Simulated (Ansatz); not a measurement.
Start from `[SH][AlH][Br]` and change one atom or group to get `[F][Al]([SH])[Br]`.

Ansatz, PBE0-D4/def2-TZVP geometries, multiplicity 1. Each molecule was computed in one conformer, which needn't be the lowest.

Scalar relativity is left out up to krypton.

| property | `[SH][AlH][Br]` |
| --- | --- |
| HOMO–LUMO gap (PBE/def2-TZVPP) / eV | 4.76 |
| LUMO energy (ωB97M-V/def2-TZVPP) / eV | 0.32 |
| HOMO–LUMO gap (B3LYP/def2-TZVPP) / eV | 6.26 |
| HOMO–LUMO gap (ωB97M-V/def2-TZVPP) / eV | 10.54 |
| HOMO energy (PBE/def2-TZVPP) / eV | -6.85 |
| HOMO–LUMO gap (PBE0/def2-TZVPP) / eV | 6.70 |

Q: Give the same properties after the change, and the shifts. (An estimate is asked.)

A: Ansatz gave: 
```
                               property  `[F][Al]([SH])[Br]`  shift
    HOMO–LUMO gap (PBE/def2-TZVPP) / eV                 5.07   0.31
  LUMO energy (ωB97M-V/def2-TZVPP) / eV                 0.55   0.23
  HOMO–LUMO gap (B3LYP/def2-TZVPP) / eV                 6.60   0.34
HOMO–LUMO gap (ωB97M-V/def2-TZVPP) / eV                11.02   0.48
      HOMO energy (PBE/def2-TZVPP) / eV                -7.05  -0.20
   HOMO–LUMO gap (PBE0/def2-TZVPP) / eV                 7.14   0.44
```

With PBE0 the HOMO falls by 0.24 eV and the LUMO rises by 0.21 eV, so the gap widens by about 0.45 eV. PBE moves the HOMO by -0.20 eV and ωB97M-V by -0.24 eV.

B3LYP here is the variant with VWN-RPA as its local correlation; programs differ in this.

Spin–orbit coupling is left out; it splits and shifts lone-pair levels of the heavy atoms by tenths of an eV.
